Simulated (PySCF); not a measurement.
Si(Br)(Me)(OH)2 (CH5BrO2Si), SMILES C[Si](O)(O)Br.

Coordinates come from a B3LYP-D3(BJ)/def2-SVP optimisation. Other conformers were not sampled.

All values below come from PySCF 2.14.0 with TDDFT-B3LYP/def2-SVPD.

Vertical excitations. Isolated molecule, no solvent.

```csv
state,energy (eV),λ (nm),f,main pairs
S1,6.87,180,0.044,"HOMO−1→LUMO 76 %, HOMO→LUMO 22 %"
S2,6.91,179,0.068,"HOMO→LUMO 75 %, HOMO−1→LUMO 21 %"
S3,7.48,166,0.001,HOMO−1→LUMO+1 81 %
S4,7.49,165,0.004,"HOMO→LUMO+1 73 %, HOMO−1→LUMO+1 14 %"
S5,7.58,164,0.094,HOMO−2→LUMO 87 %
S6,7.81,159,0.010,HOMO→LUMO+2 87 %
S7,7.86,158,0.011,HOMO−1→LUMO+2 77 %
S8,8.16,152,0.072,HOMO−3→LUMO 82 %
S9,8.28,150,0.033,"HOMO−2→LUMO+1 54 %, HOMO→LUMO+3 28 %"
S10,8.31,149,0.002,"HOMO−1→LUMO+3 75 %, HOMO→LUMO+3 18 %"
T1,6.65,186,0,"HOMO−1→LUMO 59 %, HOMO→LUMO 23 %, HOMO−1→LUMO+1 10 %"
T2,6.66,186,0,"HOMO→LUMO 59 %, HOMO−1→LUMO 22 %, HOMO→LUMO+1 11 %"
T3,7.14,174,0,"HOMO→LUMO+1 65 %, HOMO−1→LUMO+1 13 %, HOMO→LUMO 12 %"
T4,7.17,173,0,"HOMO−1→LUMO+1 55 %, HOMO→LUMO+1 12 %, HOMO−1→LUMO 12 %, HOMO−2→LUMO 8 %"
```
Triplets are in the Tamm–Dancoff approximation, which puts them higher than full response would, so one can lie above its singlet here.
